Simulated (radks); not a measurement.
Values are calculated unless marked as measured or tabulated.
Task: Species: K I. Configuration: [Ar] 3d1 (not the ground configuration). Code: a radial shooting solver on a logarithmic mesh with Libxc functionals. Model: non-relativistic Kohn-Sham, r2SCAN, spin-unpolarised, spherical densities, point nucleus; meta-GGA in the generalised Kohn-Sham scheme. Some entries of the table are withheld. Estimate them.

orbital  occ.  eigenvalue (eV)  <r> (bohr)  r(max) (bohr)
1s          2        -3523.635         (1)        0.05353
2s          2              (2)      0.3886         0.3197
2p          6        -285.7744      0.3508            (3)
3s          2         -38.4506         (4)          1.083
3p          6         -21.4688         (5)          1.159
3d          1          -0.5827       9.185          8.414

Result: 
(1) 1s <r> (bohr): 0.08156
(2) 2s eigenvalue (eV): -358.5792
(3) 2p r(max) (bohr): 0.2636
(4) 3s <r> (bohr): 1.278
(5) 3p <r> (bohr): 1.431
